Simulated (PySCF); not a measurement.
**EPR parameters of C9H7**

C₉H₇ (doublet state).
Structure used (GFN2-xTB), in Å, numbered top down from 1:
```xyz
16
C9H7 angstrom
C      1.4697    2.5659   -0.2561
C      0.6536    1.6763   -0.2639
C     -0.3464    0.7104   -0.3075
C     -1.6289    0.9110   -0.7669
C     -2.3381   -0.3042   -0.6505
C     -1.4919   -1.2749   -0.1140
C     -0.2450   -0.7067    0.1194
C      0.8760   -1.3874    0.6616
C      2.0891   -0.8624    0.8990
H      2.2029    3.3159   -0.2354
H     -2.0229    1.8345   -1.1475
H     -3.3653   -0.4503   -0.9331
H     -1.7561   -2.2962    0.0885
H      0.7006   -2.4318    0.8970
H      2.8829   -1.4587    1.3148
H      2.3122    0.1674    0.6832
```

Identity: `C#CC1=CC=C/C1=C/[CH2]` [radical].

The calculation used PySCF 2.14.0, UKS B3LYP, pcH-1 on C H, non-relativistic, mean-field spin-orbit, GIAO. Geometry: GFN2-xTB, one conformer, isolated molecule. Couplings are sensitive to structure, and on GFN2-xTB geometries they can be far from those on DFT ones. Stability of the SCF solution: not tested. ⟨S²⟩ is 0.787 where a pure state has 0.75.

```json
{
 "g1, g2, g3": "2.00218, 2.00252, 2.00304",
 "g_iso": "2.00258",
 "Form of g": "rhombic: the two nearest values differ by 39 % of g3 − g1",
 "⟨S²⟩": "0.7872 (exact 0.7500)",
 "Basis functions": "295"
}
```

Isotropic coupling and dipolar principal values T1 to T3, in mT (MHz turned into mT with g_iso):

```csv
atom,isotope,a_iso,T1,T2,T3,Mulliken spin population
C1,13C,0.41,-0.44,-0.35,0.78,0.15
C2,13C,-0.73,-0.25,0.00,0.25,-0.07
C3,13C,0.35,-0.68,-0.65,1.33,0.20
C4,13C,-0.72,-0.22,0.11,0.11,-0.07
C5,13C,1.23,-1.21,-1.15,2.36,0.43
C6,13C,-1.10,-0.82,0.40,0.42,-0.19
C7,13C,1.05,-1.09,-1.07,2.16,0.37
C8,13C,-1.00,-0.62,0.26,0.37,-0.15
C9,13C,1.01,-1.00,-0.95,1.95,0.37
H10,1H,-0.41,-0.20,-0.03,0.23,-0.01
H11,1H,0.05,-0.10,-0.02,0.12,0.00
H12,1H,-1.00,-0.59,-0.03,0.62,-0.02
H13,1H,0.29,-0.11,-0.04,0.15,0.01
H14,1H,0.23,-0.11,-0.02,0.13,0.01
H15,1H,-0.81,-0.49,-0.03,0.51,-0.02
H16,1H,-0.79,-0.38,-0.07,0.44,-0.01
```

The largest Mulliken spin populations are on C5 (+0.43), C7 (+0.37), C9 (+0.37) and C3 (+0.20).

The SMILES `C#CC1=CC=C/C1=C/[CH2]` draws the unpaired electron on C9, whose computed spin population is only +0.37.

Axes: g1 is normal to the molecular plane, g2 points within 13° of the C7–C8 bond and g3 points within 9° of the C9–H16 bond.

Under fast tumbling the dipolar parts average out, and these isotropic splittings remain (the largest six): 1 × 1H (H12, I = 1/2, 2 lines) with 1.00 mT, 1 × 1H (H15, I = 1/2, 2 lines) with 0.81 mT, 1 × 1H (H16, I = 1/2, 2 lines) with 0.79 mT, 1 × 1H (H10, I = 1/2, 2 lines) with 0.41 mT, 1 × 1H (H13, I = 1/2, 2 lines) with 0.29 mT and 1 × 1H (H14, I = 1/2, 2 lines) with 0.23 mT.

H15 and H16 aren't averaged: C9 is flat or nearly so (angle sum 360°), and its turn about the short C9–C8 bond (1.34 Å) is taken as slow.

The 13C coupling of C5 (34.6 MHz) shows only in satellite lines or after enrichment, since that isotope makes up about 1.07 % of natural carbon.

Time: 87 s of wall time (with the writing of density and orbital grids); peak memory 1.1 GiB. Hardware: one thread of an Intel Xeon at 2.60 GHz, shared host with 128 logical CPUs at a one-minute load of 13.
